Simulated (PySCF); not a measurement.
BF2H3O2Si, SMILES F[SiH](F)B(O)O.

Geometry: PBE-D3(BJ)/def2-SVP. This is a generated structure with no PubChem entry under its InChIKey; it may be hypothetical. One conformer was computed; it need not be the lowest.

All values below come from PBE-D3(BJ)/def2-SVP in PySCF.

Frequencies are harmonic and unscaled.

Question: Give all harmonic wavenumbers and intensities. (Estimate from the structure and the level; the computed values follow.)

Answer: 
| mode | ν (cm⁻¹) | IR (km/mol) | moving atoms (share of kinetic energy) |
|---|---|---|---|
| 1 | 54 | 0.6 | O 57 %, F 36 % |
| 2 | 98 | 4.5 | F 51 %, O 36 % |
| 3 | 155 | 7.7 | F 46 %, O 25 %, Si 14 %, H 10 % |
| 4 | 264 | 2.5 | F 54 %, O 29 % |
| 5 | 324 | 16.2 | F 42 %, O 25 %, Si 23 % |
| 6 | 365 | 15.1 | O 33 %, Si 33 %, H 17 %, F 9 %, B 8 % |
| 7 | 488 | 47.6 | B 47 %, H 30 %, Si 9 %, O 8 % |
| 8 | 568 | 74.0 | O 33 %, H 31 %, B 20 %, Si 13 % |
| 9 | 595 | 153.3 | H 75 %, O 13 %, B 9 % |
| 10 | 642 | 8.8 | H 69 %, B 19 %, O 12 % |
| 11 | 769 | 40.1 | H 64 %, F 29 % |
| 12 | 807 | 20.8 | H 70 %, F 24 % |
| 13 | 834 | 202.3 | Si 36 %, F 31 %, H 28 % |
| 14 | 909 | 209.6 | Si 47 %, F 39 %, H 13 % |
| 15 | 988 | 76.2 | H 59 %, O 39 % |
| 16 | 1009 | 112.2 | H 84 %, O 12 % |
| 17 | 1279 | 183.9 | B 58 %, O 24 %, H 16 % |
| 18 | 1431 | 206.8 | B 71 %, O 25 % |
| 19 | 2189 | 140.6 | H 96 % |
| 20 | 3672 | 38.2 | H 94 % |
| 21 | 3695 | 95.4 | H 94 % |
